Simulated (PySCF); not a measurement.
InH2Br, SMILES [Br][InH2].

The structure is a stationary point at PBE0-D3(BJ)/def2-TZVP. The def2 effective core potentials stand for the cores of In; spin–orbit coupling is left out.

The numbers are results of C-PCM-PBE0/def2-SVP (PySCF), not measurements.

The values are the electrostatic part of the solvation free energy, E(continuum) − E(gas) at the gas-phase geometry, in a cavity of scaled van der Waals radii (PySCF's table); cavitation and dispersion terms are not included. A continuum can't describe solvent molecules that bind to the metal. In vacuum the orbital gap is 5.75 eV. The dipole moment in vacuum is 2.63 D.

Computed values in water (ε = 78.36), n-hexane (ε = 1.88), acetonitrile (ε = 35.69):
```tsv
solvent	ε	ΔG(elec) (kcal/mol)	dipole (D)	gap (eV)
water	78.36	-5.6	3.66	6.45
n-hexane	1.88	-2.4	3.06	6.05
acetonitrile	35.69	-5.5	3.64	6.44
```
